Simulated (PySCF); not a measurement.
Gas-phase reaction: ZnBr₂ ⇌ Zn + Br₂

Computed with PySCF and rigid-rotor harmonic-oscillator thermochemistry at 1 bar. † marks an energy on the PBE0/def2-TZVP geometry and frequencies; other levels use their own. CCSD(T) freezes the core. All species are closed-shell singlets. B3LYP is the form with VWN-RPA correlation. Br, Zn: all electrons, no relativistic terms. CCSD(T) isn't extrapolated to the basis-set limit; its ΔH°(298 K) is 372.2 kJ in def2-SVP and 348.6 kJ in def2-TZVPP. The harmonic model lacks anharmonicity and excited electronic states, which grow with temperature; levels with a mode under 35 cm⁻¹ are left out. Soft modes under 120 cm⁻¹ make the harmonic entropy rough for ZnBr₂.

```json
[
 {"level": "B3LYP/def2-TZVP†", "ΔE electronic, kJ": "318", "ΔH°(298 K), kJ": "316", "ΔS°(298 K), J/K": "106", "ΔG°(1600 K), kJ": "152"},
 {"level": "CCSD(T)/def2-TZVPP†", "ΔE electronic, kJ": "350", "ΔH°(298 K), kJ": "349", "ΔS°(298 K), J/K": "106", "ΔG°(1600 K), kJ": "184"},
 {"level": "HF/def2-TZVP†", "ΔE electronic, kJ": "381", "ΔH°(298 K), kJ": "379", "ΔS°(298 K), J/K": "106", "ΔG°(1600 K), kJ": "215"},
 {"level": "M06-2X/def2-TZVP†", "ΔE electronic, kJ": "366", "ΔH°(298 K), kJ": "364", "ΔS°(298 K), J/K": "106", "ΔG°(1600 K), kJ": "200"},
 {"level": "PBE/def2-SVP", "ΔE electronic, kJ": "351", "ΔH°(298 K), kJ": "349", "ΔS°(298 K), J/K": "105", "ΔG°(1600 K), kJ": "185"},
 {"level": "PBE0/def2-QZVP†", "ΔE electronic, kJ": "359", "ΔH°(298 K), kJ": "358", "ΔS°(298 K), J/K": "106", "ΔG°(1600 K), kJ": "193"},
 {"level": "PBE0/def2-TZVP", "ΔE electronic, kJ": "353", "ΔH°(298 K), kJ": "351", "ΔS°(298 K), J/K": "106", "ΔG°(1600 K), kJ": "186"},
 {"level": "ωB97X-V/def2-TZVP†", "ΔE electronic, kJ": "371", "ΔH°(298 K), kJ": "369", "ΔS°(298 K), J/K": "106", "ΔG°(1600 K), kJ": "205"}
]
```
ΔH° is lowest at B3LYP/def2-TZVP† and highest at HF/def2-TZVP†. No reference value is set beside these.
